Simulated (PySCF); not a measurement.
## Ionisation energy of Sc by level of theory

Sc [Ar] 3d1 4s2 (2D) → Sc⁺ [Ar] 3d1 4s1 (3D), as a difference of total energies. Computed with PySCF 2.14 in x2c-QZVPPall, with the spin-free X2C one-electron Hamiltonian (Gaussian nucleus). Correlated levels: valence: [Ar] frozen. The calculations carry no spin-orbit coupling.

```
           method  ionisation energy (eV)
              UHF                   5.388
    MP2 (valence)                   6.110
SCS-MP2 (valence)                   6.260
   CCSD (valence)                   6.353
CCSD(T) (valence)                   6.385
```

How much does correlation contribute at CCSD(T) (valence)?

6.385 − (5.388) = 0.997 eV, measured against UHF.

Errors of the correlated levels include the incompleteness of this basis and the frozen core.

For comparison: 6.562 eV (measured; NIST levels, between the centres of gravity of the two terms).
